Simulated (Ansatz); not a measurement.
A geometry relaxed with B3LYP-D3(BJ)/def2-TZVP in Ansatz (a program for electronic structure), charge 0, multiplicity 1:

```xyz
9

H     -1.3950    -1.2179    -1.1039
N     -0.7064    -0.4967    -0.9228
H      2.2010     2.0907     1.2671
H     -0.2656    -1.2820     1.0426
C     -0.5116    -0.3439     0.5235
H     -1.4500     0.0150     0.9558
C      1.4258     1.3961     1.0559
H      0.1603    -0.7837    -1.3627
C      0.5414     0.6222     0.8166
```

Task: Write the SMILES of this molecule.

Result: `C#CCN`
